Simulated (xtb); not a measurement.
Sn(H)3(SeH) (H4SeSn), SMILES [SeH][SnH3]. All values are semi-empirical tight-binding results from xtb (GFN2-xTB unless named), good for trends rather than for accurate numbers. Geometry optimised at GFN2-xTB.

Optimised geometry:

Bonded distances (Å): Sn1–Se2 2.499, Sn1–H3 1.677, Sn1–H4 1.667, Sn1–H5 1.677, Se2–H6 1.437. Angles (°): Se2–Sn1–H3 111.5, Se2–Sn1–H4 107.2, Se2–Sn1–H5 111.5, H3–Sn1–H4 109.1, H3–Sn1–H5 108.4, H4–Sn1–H5 109.1, Sn1–Se2–H6 94.5.
Charge 0, spin multiplicity 1.

For metal compounds this method's bond lengths and energies can be far off.

Q: Estimate the properties. (An estimate is asked for; the answer gives what the named calculation found.)

A: 
* **point group as xtb finds it**: Cs
* **orbital gap**: 3.55 eV
* **zero-point energy**: 15.3 kcal/mol
* **G − E(el) at 298.15 K (modified RRHO)**: -3.4 kcal/mol

Computed atomic charges and the Wiberg bond orders between heavy atoms:
charges (e) Sn1 0.10, Se2 -0.27, H3 0.01, H4 0.00, H5 0.01, H6 0.14. Bond orders Sn1–Se2 0.84.
